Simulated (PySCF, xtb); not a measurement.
ClFGeH₂O₂, SMILES [OH][Ge]([OH])([F])[Cl].

GFN2-xTB in xtb at its own geometry gives an orbital gap of 6.68 eV and a dipole moment of 1.87 D.

Geometry: B3LYP-D3(BJ)/def2-SVP. The structure was generated by enumeration, and PubChem lists no compound with its InChIKey, so it may never have been made. The values are those of a single conformer.

Q: What does CAM-B3LYP/def2-TZVP (PySCF) give? (The exact figures need the calculation; the answer reports its results.)

A: gap 10.95 eV (levels -11.11 and -0.17 eV), dipole 1.95 D.
